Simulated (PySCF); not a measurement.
## Working out the electron affinity of Te

Te⁻ [Kr] 4d10 5s2 5p5 (2P) → Te [Kr] 4d10 5s2 5p4 (3P). Computed with PySCF 2.14 in aug-cc-pVDZ-PP with ECP28MDF, with scalar relativity through the core potential. Frozen: 4s2 4p6 4d10. Energies in hartree (1 hartree = 27.21139 eV):

```json
{"part": "UHF", "Te⁻ (lower)": "-267.038284", "Te (upper)": "-266.998483"}
{"part": "MP2 opposite-spin", "Te⁻ (lower)": "-0.064724", "Te (upper)": "-0.047454"}
{"part": "MP2 same-spin", "Te⁻ (lower)": "-0.022064", "Te (upper)": "-0.015924"}
```

Problem. What does Hartree-Fock give?

Solution. (-266.998483) − (-267.038284) = 0.039801 hartree = 1.083 eV.

Problem. What do MP2 and SCS-MP2 (6/5 opposite-spin, 1/3 same-spin) give?

Solution. The opposite-spin parts differ by 0.470 eV and the same-spin parts by 0.167 eV. MP2: 1.083 + (0.470) + (0.167) = 1.720 eV. SCS-MP2: 1.083 + 1.2 × (0.470) + (0.167)/3 = 1.703 eV.

Reference: 1.971 eV (measured; photodetachment measurements, as compiled on the Wikipedia data page of electron affinities), between the lowest levels; spin-orbit coupling is absent from the calculation.

A double-zeta basis recovers only part of the correlation energy.

What remains against the reference includes basis incompleteness, the frozen core and correlation beyond second order.
